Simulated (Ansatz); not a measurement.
Reaction (ligand exchange at the Si–C bond): `N[SiH2]CO` + HI → `N[SiH2]I` + CH₃OH

Isolated molecules relaxed with PBE0-D4/def2-TZVP in Ansatz; ΔE leaves out vibrations. CBS: MP2 limit from def2 TZ/QZ plus the TZ coupled-cluster correction, frozen cores. This one scheme is used for every species. Functionals use def2-TZVPP. Elements past krypton have def2 core potentials. For I outer-core shells are correlated without core-valence functions, which leaves a few kJ/mol of doubt a bond. One conformer a species, not always the lowest.

`N[SiH2]CO`:

Cartesian coordinates in Å:
```
N -1.040 -0.794 -0.858
Si 0.508 -0.728 -0.082
C 0.501 0.899 0.868
O -0.045 1.927 0.058
H -1.099 -1.170 -1.790
H -1.857 -1.053 -0.326
H 1.509 -0.720 -1.180
H 0.794 -1.866 0.842
H -0.059 0.793 1.810
H 1.518 1.193 1.147
H -0.729 1.519 -0.489
```

HI:

```xyz
2

I     0.325    0.255    0.691
H    -0.325   -0.255   -0.691
```

`N[SiH2]I`:

Z-matrix (Å, degrees):
```
Si
I 1 2.468
N 1 1.704 2 115.5
H 1 1.478 2 105.5 3 -120.0
H 1 1.478 2 105.5 3 120.0
H 3 1.008 1 119.6 2 71.1
H 3 1.008 1 119.5 2 -71.1
```

CH₃OH:

Z-matrix (Å, degrees):
```
C
O 1 1.409
H 1 1.097 2 112.4
H 1 1.090 2 107.0 3 -118.5
H 1 1.097 2 112.4 3 123.0
H 2 0.959 1 108.5 3 -61.6
```

CCSD(T)/CBS gives -26.5 kcal/mol.

(1) Another level gave -22.0 kcal/mol. Which?
A. LDA (SPW92)/def2-TZVPP
B. HF/def2-TZVPP
C. LC-ωPBE/def2-TZVPP
D. MP2/def2-TZVPP

Largest T1 diagnostic among the species: 0.011.

Answers

(1) A. LDA (SPW92) -22.0, LC-ωPBE -25.0, MP2/def2-TZVPP -26.9, HF/def2-TZVPP -29.3 kcal/mol.

At CCSD(T), def2-SVP lies +3.0 kcal/mol from the extrapolated value and def2-TZVPP +2.0 kcal/mol. In def2-TZVPP, CCSD(T) changes the Hartree–Fock value by +4.8 kcal/mol (the triples alone add +0.4 kcal/mol) and MP2 by +2.4 kcal/mol.
